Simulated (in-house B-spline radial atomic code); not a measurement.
Rb. Computed with a B-spline radial atomic code. Model: non-relativistic spherical atom: semilocal Troullier-Martins pseudo-atom, one channel per l, against all electrons, high spin, G0W0 and RPA with empty states to l = 8, local potential for every l without a channel, a model core (radius 0 = none) keeps its share of the functional.

The core holds an angular momentum without a channel of its own, so the local potential lets valence electrons into it.

Without relativity these are model numbers for so heavy an element.

What the tables leave out is listed at the end.

The pseudopotential gives back the lowest level of each angular momentum of its own functional in the configuration it was made in; a second state of the same l is only approximately right. Exact exchange, RPA and GW see the smooth pseudo-orbitals and miss the exchange with the core, for which the functional's share stands in. The column with an uncorrelated core keeps all orbitals and exact exchange, and so separates missing core correlation from pseudisation. Only the three outermost levels and the lowest empty one were computed. RPA here is direct RPA, with no exchange kernel, and its energies carry an (l + 1/2)⁻⁴ tail. A hybrid on a potential with a model core restores only its own semilocal share of the core's exchange.

Command:
```bash
python run_psgw.py task.json out
```
Settings (lengths in bohr, energies in hartree):
```
Z                      37
electrons              37
configuration          [Kr] 5s1
generated_in           [Kr] 5s1
functional             pbe,pbe
core_shells            7
radius_factor          1
core_correction        True
ion_configuration      [Ar] 3d10 4s2 4p6
```

Cost of the run: 25 s on 1 thread of Intel(R) Xeon(R) 6975P-C (Granite Rapids), with other jobs on the host.

Given: made with PBE; model core radius 1.041 bohr; local radius 1.743 bohr; mean-field start PBE0.

Valence shells of the generating configuration: 4p, 5s.

Channel: s 3.4, p 1.451 (radii in bohr).

Computed: largest level miss in the spin-unpolarised generating configuration 0.001 eV; valence RPA correlation energy all-electron orbitals -0.26893 hartree; valence RPA correlation energy pseudo -0.40012 hartree; all-electron RPA polarisability, core included 156.33 bohr³; ionisation by mean-field pseudo minus all 0.135 eV; ionisation by RPA all-electron 4.4213 eV; ionisation by RPA pseudo minus all 0.256 eV.

```
          level  occupied  mean-field all-electron (eV)  mean-field pseudo minus all (eV)  G0W0 all-electron (eV)  G0W0 uncorrelated core minus all (eV)  G0W0 pseudo minus all (eV)  exchange self-energy all-electron (eV)  exchange self-energy pseudo (eV)
          5s up         1                       -2.8266                            -0.082                 -4.3496                                   0.02                      -0.204                                 -5.4365                           -5.6517
5s down (empty)         0                       -1.0449                            -0.069                -0.40181                                  0.022                      -0.098                                -0.85353                          -0.89952
```

What is the pseudo-atom RPA polarisability?

140.65 bohr³.

What is the ionisation by mean-field all-electron?

4.1387 eV.

Among the listed levels the largest G0W0 shift of the pseudo-atom is -0.20 eV, for 5s up on the PBE0 start, while leaving the core uncorrelated moves that level by +0.02 eV. So pseudisation and the lost core exchange, not the missing core correlation, make the error. Not in the tables (levels of low weight, unsolved or above zero; the highest and the empty levels are kept at any weight): on PBE, a start not tabulated, the G0W0 levels 5s up (pseudo minus all -0.10 eV, weights 0.53 and 0.60), 4p down (pseudo minus all +0.06 eV, weights 0.10 and 0.07), 4p up (pseudo minus all +0.93 eV, weights 0.09 and 0.12), 5s down (pseudo minus all -0.19 eV, weights 0.73 and 0.71); on PBE0 the G0W0 levels 4p down (pseudo minus all +1.58 eV, weights 0.46 and 0.04), 4p up (pseudo minus all +1.57 eV, weights 0.46 and 0.04); no Hartree-Fock pseudo-atom is run with a model core.
